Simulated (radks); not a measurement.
The numbers below are computed, except where a source is named.
Ionisation of neutral fluorine, [He] 2s2 2p5, to [He] 2s2 2p4 as the strength of local exchange is varied. Level of theory: non-relativistic Kohn-Sham, Slater X-alpha exchange (alpha = 2/3 is LDA exchange), no correlation, spin-polarised, spherical densities, point nucleus; open shells are filled with parallel spins first (a radial shooting solver on a logarithmic mesh with Libxc functionals).

alpha = 0.648: E(F) (hartree) -98.22306; exchange (hartree) -8.70056; IE (eV) 15.976; -e of the level emptied (eV) 8.616 (2p); <r> of it (bohr) 1.150
alpha = 0.667: E(F) (hartree) -98.47847; exchange (hartree) -8.97668; IE (eV) 16.264; -e of the level emptied (eV) 8.874 (2p); <r> of it (bohr) 1.144
alpha = 0.7: E(F) (hartree) -98.92349; exchange (hartree) -9.45905; IE (eV) 16.769; -e of the level emptied (eV) 9.330 (2p); <r> of it (bohr) 1.134
alpha = 0.818: E(F) (hartree) -100.52951; exchange (hartree) -11.21284; IE (eV) 18.639; -e of the level emptied (eV) 11.038 (2p); <r> of it (bohr) 1.099
alpha = 0.988: E(F) (hartree) -102.88354; exchange (hartree) -13.81865; IE (eV) 21.510; -e of the level emptied (eV) 13.711 (2p); <r> of it (bohr) 1.054
alpha = 1.018: E(F) (hartree) -103.30387; exchange (hartree) -14.28816; IE (eV) 22.038; -e of the level emptied (eV) 14.208 (2p); <r> of it (bohr) 1.047

NIST Atomic Spectra Database: 17.423 eV (measured). The Delta-SCF value meets it near alpha = 0.74. Open shells are spherical and high-spin; term and fine-structure splittings are not resolved.
